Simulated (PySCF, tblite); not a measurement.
Isomers of C4H12F2Si2, one GFN2-xTB conformer each. Single-point energies are computed at PBE0/pcSseg-1 (PySCF, gas phase, no added dispersion term), electronic only.

**Question.** Rank them by PBE0/pcSseg-1 energy, lowest first (kJ/mol).
A. `[F:1][CH2:2][CH2:3][C:4]([SiH3:5])([SiH3:6])[CH2:7][F:8]` with F1–C2–C3–C4 71°, C2–C3–C4–Si5 -171°, C3–C4–C7–F8 63°
B. `[CH3:1][CH2:2][C@:3]([F:4])([CH2:5][SiH3:6])[SiH2:7][F:8]` with C1–C2–C3–F4 -178°, C2–C3–C5–Si6 159°, C2–C3–Si7–F8 92°
C. `[CH3:1][C@@H:2]([F:3])[CH2:4][SiH2:5][SiH2:6][CH2:7][F:8]` with C1–C2–C4–Si5 -178°, C2–C4–Si5–Si6 59°, C4–Si5–Si6–C7 -92°, Si5–Si6–C7–F8 -45°

**Answer.** B (0.0), C (139.3), A (185.1).

As drawn, the lowest has an Si–F bond, which the highest lacks. GFN2-xTB itself gives, in the same order: 0.0, 219.8, 183.5. Both levels put the same isomer lowest; measured from each level's own lowest isomer, the values differ by up to 80.5 kJ/mol (C[C@@H](F)C[SiH2][SiH2]CF: 219.8 against 139.3).

**Question.** Which frontier levels, dipoles and rotational constants go with these structures?

**Answer.** 
```json
{"SMILES": "CC[C@](F)(C[SiH3])[SiH2]F", "HOMO (eV, PBE0/pcSseg-1)": "-8.26", "LUMO (eV)": "-0.01", "dipole (D)": "1.41", "A, B, C (MHz)": "1530, 1058, 865.4"}
{"SMILES": "C[C@@H](F)C[SiH2][SiH2]CF", "HOMO (eV, PBE0/pcSseg-1)": "-8.11", "LUMO (eV)": "-0.11", "dipole (D)": "2.45", "A, B, C (MHz)": "1915, 788.1, 683.3"}
{"SMILES": "FCCC([SiH3])([SiH3])CF", "HOMO (eV, PBE0/pcSseg-1)": "-8.30", "LUMO (eV)": "0.46", "dipole (D)": "0.71", "A, B, C (MHz)": "1638, 1016, 856.3"}
```

**Question.** What happens when harmonic zero-point energies from GFN2-xTB frequencies are added?

**Answer.** 
```json
{"SMILES": "CC[C@](F)(C[SiH3])[SiH2]F", "ZPE (kJ/mol)": "381.2", "electronic (kJ/mol)": "0.0", "with ZPE (kJ/mol)": "0.0"}
{"SMILES": "C[C@@H](F)C[SiH2][SiH2]CF", "ZPE (kJ/mol)": "384.3", "electronic (kJ/mol)": "139.3", "with ZPE (kJ/mol)": "142.3"}
{"SMILES": "FCCC([SiH3])([SiH3])CF", "ZPE (kJ/mol)": "376.2", "electronic (kJ/mol)": "185.1", "with ZPE (kJ/mol)": "180.0"}
```

The zero-point energies span 8.1 kJ/mol. The order is unchanged.
